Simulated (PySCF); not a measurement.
**How methods differ on the ionisation energy of Be²⁺**

Be²⁺ 1s2 (1S) → Be³⁺ 1s1 (2S), as a difference of total energies. Computed with PySCF 2.14 in jorge-DZP-DKH, with scalar relativity by spin-free X2C-1e. Correlated levels: valence: nothing frozen. The calculations carry no spin-orbit coupling.

Question: Order these methods by the ionisation energy they give, lowest first.
A. MP2 (valence)
B. M06-2X
C. PBE0
D. UHF

Answer: D (152.86 eV), A (153.20 eV), C (153.62 eV), B (154.29 eV).

Errors of the correlated levels include the incompleteness of this basis.

With two correlated electrons CCSD is exact in that space.

For comparison: 153.90 eV (theoretical estimate listed by NIST; NIST Atomic Spectra Database, ionization energies).
